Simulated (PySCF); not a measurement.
SMILES [SH][Mg][GeH3] (H4GeMgS) (PBE0/def2-SVP optimised geometry):

```
7

Mg    -1.577    -2.079    -1.961
S     -2.474    -3.244    -3.752
H     -2.954    -4.235    -2.964
Ge    -0.564    -0.745     0.000
H     -0.983     0.745     0.000
H     -0.982    -1.296     1.385
H      0.983    -0.745     0.000
```

Method: PBE0/def2-TZVP (PySCF).

Question: What are the frontier orbital energies and the dipole moment?

Answer: HOMO-2 -8.49 eV, HOMO-1 -7.19 eV, HOMO -7.09 eV, LUMO -1.26 eV, LUMO+1 -1.06 eV; dipole moment 0.96 D.

On the same geometry PBE/def2-TZVP (PySCF) gives HOMO-2 -7.32 eV, HOMO-1 -6.18 eV, HOMO -5.91 eV, LUMO -1.94 eV, LUMO+1 -1.70 eV; dipole moment 0.90 D.

Meta-Löwdin charges at PBE0/def2-TZVP: Mg1 1.19, S2 -0.79, H3 0.10, Ge4 -0.39, H5 -0.04, H6 -0.04, H7 -0.04.
